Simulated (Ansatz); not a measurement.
Born–Oppenheimer molecular dynamics of CH6Al2ClFO (12 atoms, charge 0, multiplicity 1). It starts from a rough guess of a transition structure, not a stationary point.

Level of theory: UKS PBE0-D4/STO-3G (Ansatz 0.2.0).

* ensemble: NVE (velocity Verlet)
* time step: 0.5 fs
* steps asked: 150
* starting velocities drawn for: 300 K
* seed: 693538

First frame:

```xyz
12
Properties=species:S:1:pos:R:3
Al -0.787 -0.132 -0.952
F 1.316 0.009 -1.092
C -1.095 -1.819 0.022
Cl -1.495 0.915 -2.522
Al 1.862 1.297 0.488
O -0.312 1.312 0.611
H 2.398 2.630 -0.034
H 2.452 0.449 1.612
H -0.197 -2.058 0.595
H -1.316 -2.669 -0.625
H -1.919 -1.742 0.735
H -0.906 1.809 1.162
```

Problem. How far do the bonds stretch over the last three quarters of this one trajectory? (Pairs bonded in most of those frames.)

Solution. 
```csv
bond,mean (Å),spread (Å),shortest,longest
Al1–F2,1.778,0.177,1.54,2.04
Al1–C3,1.867,0.085,1.73,2.00
Al1–Cl4,2.157,0.144,1.92,2.33
Al1–Al5,2.577,0.103,2.41,2.73
Al1–O6,1.814,0.177,1.55,2.09
F2–Al5,1.795,0.125,1.61,1.98
C3–H9,1.096,0.022,1.06,1.14
C3–H10,1.096,0.012,1.07,1.11
C3–H11,1.095,0.019,1.06,1.13
Al5–O6,1.884,0.243,1.56,2.22
Al5–H7,1.494,0.037,1.44,1.55
Al5–H8,1.496,0.041,1.43,1.56
O6–H12,1.021,0.051,0.92,1.13
```

Mean temperature of the second half: 1830 K. The conserved energy stayed within 0.68 meV per atom of its start (net change -0.39 meV per atom), so the integration is sound. The system heated up, since it started high on the potential surface and ran downhill. A run of 0.075 ps of so small a system gives no equilibrium averages. The orbitals stay closed-shell, which can raise the energy where a bond breaks towards radicals; this wasn't checked here. Limits of this set-up: minimal basis.

Run time: 11 min on 1 thread of Arm Neoverse V2, with other jobs on the host, peak memory 0.18 GiB.
